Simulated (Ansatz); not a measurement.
System: C2H6BrSi, charge 0, multiplicity 2. It need not be the lowest isomer of its formula. 
Geometry from a B3LYP-D3(BJ)/def2-TZVP (Ansatz, a quantum-chemistry and plane-wave program) optimisation:
```
Si
C 1 1.8784
H 2 1.0897 1 111.26
H 2 1.0923 3 108.61 1 -121.28
H 2 1.0937 3 108.43 4 -117.75
C 1 1.8784 2 111.60 3 177.60
H 6 1.0897 1 111.26 2 -177.60
H 6 1.0923 7 108.61 1 121.28
H 6 1.0937 7 108.43 8 117.75
Br 1 2.2615 2 108.09 3 58.87
```
Charge 0, spin multiplicity 2.

Computed values are from Ansatz. Valence correlation only, unless marked. Open shells are spin-unrestricted. Spin-orbit coupling is left out. The frozen core is the preceding noble-gas configuration, with the filled d and f shells of earlier blocks. No relativistic terms. CBS(X,Y): correlation extrapolated as X^-3; Hartree-Fock from the larger set. [CCSD(T)-MP2]/basis is that difference in the basis named.

```yaml
atomisation energy De: 840.2 kcal/mol at RI-MP2/CBS(def2-TZVPP,def2-QZVPP)+[CCSD(T)-MP2]/def2-TZVPP
total_energy: -2941.4981 Eh at RI-MP2/CBS(def2-TZVPP,def2-QZVPP)+[CCSD(T)-MP2]/def2-TZVPP
dipole_moment: 2.27 D at CCSD(T)/def2-SVPD
T1 diagnostic: 0.012 at CCSD/def2-TZVPP
```
